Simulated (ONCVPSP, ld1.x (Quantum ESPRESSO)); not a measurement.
## Potentials for Ni compared

Generated with ld1.x 7.5 (TM, RRKJ, ultrasoft, PAW), atompaw 4.2 or ONCVPSP 4.0.1. The cutoff is in Ry: for ld1.x and atompaw files where the sum of valence levels is converged to 10 mRy in a Bessel basis, for ONCV files where the hardest occupied wave has 1 mHa per electron of residual kinetic energy. The error is the largest all-electron minus pseudo excitation energy over each file’s own four to seven test configurations (ionisations up to +4, promotions, holes and added fractions of an electron), all of which were solved. The labels leave out finer settings (local radius, basis sizes, second energies), which also bear on the numbers. Spin-polarised tests are not counted. The rows are a selection from randomly drawn settings: files with unsolved tests, undetermined cutoffs or missed reference levels are left out.

A true bound ghost makes a file unfit for plane-wave use even where its test errors are small: the radial tests pick states by their node count and pass the ghost by.

```csv
potential,cutoff (Ry),largest error (meV),bound ghosts
"ONCV, PBE, non-relativistic, rc 1.50/1.55/1.50 (spd), local smoothed, core correction yes, reference 3s2 3p6 3d8 4s1 4p1, qcut 9.1/8.6/9.3, projectors 2/2/1",77,+3.9,none
"ONCV, LDA (Perdew-Wang 92), scalar-relativistic, rc 1.80/1.10/1.55 (spd), local smoothed, core correction no, reference 3p6 3d8 4s1, qcut 2.3/8.3/7.1, projectors 3/1/3",297,+130,"s, d"
"ONCV, PBEsol, scalar-relativistic, rc 1.35/0.80/0.80 (spd), local d, core correction yes, reference 3s2 3p6 3d8 4s2, qcut 7.9/9.5/20.2, projectors 3/2/0",291,-10,none
"ONCV, LDA (Perdew-Wang 92), scalar-relativistic, rc 1.45/1.15/0.90 (spd), local smoothed, core correction yes, reference 3s2 3p6 3d8.5 4s1.5, qcut 7.8/13.7/16.8, projectors 2/2/2",220,-1.8,none
```

Q: Fill in the row for Ni: TM, LDA (PZ), scalar-relativistic, rc 1.25/1.15/1.10/0.95 (spdf), local p, core correction no, reference 3s2 3p6 3d8 4s0 4p0.

A: cutoff 180 Ry, largest error +1737 meV, bound ghosts: none.
